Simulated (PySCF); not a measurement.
# Working out the ionisation energy of Cr

Cr [Ar] 3d5 4s1 (7S) → Cr⁺ [Ar] 3d5 (6S). All numbers are calculated (PySCF 2.14, no relativity, point nucleus, in cc-pVTZ (7s6p4d2f1g, 68 functions)). Frozen: [Ar]. Energies in hartree (1 hartree = 27.21139 eV):

```csv
part,Cr (lower),Cr⁺ (upper)
UHF,-1043.355909,-1043.138968
MP2 opposite-spin,0.000000,0.000000
MP2 same-spin,-0.093138,-0.076291
```

Problem. What does Hartree-Fock give?

Solution. (-1043.138968) − (-1043.355909) = 0.216941 hartree = 5.903 eV.

Problem. What do MP2 and SCS-MP2 (6/5 opposite-spin, 1/3 same-spin) give?

Solution. The opposite-spin parts differ by 0.000 eV and the same-spin parts by 0.458 eV. MP2: 5.903 + (0.000) + (0.458) = 6.361 eV. SCS-MP2: 5.903 + 1.2 × (0.000) + (0.458)/3 = 6.056 eV.

Measured between the centres of the two terms (NIST): 6.767 eV, so MP2 (valence) is off by -0.406 eV.

The calculation is non-relativistic.

What remains against the reference includes basis incompleteness, the frozen core and correlation beyond second order.
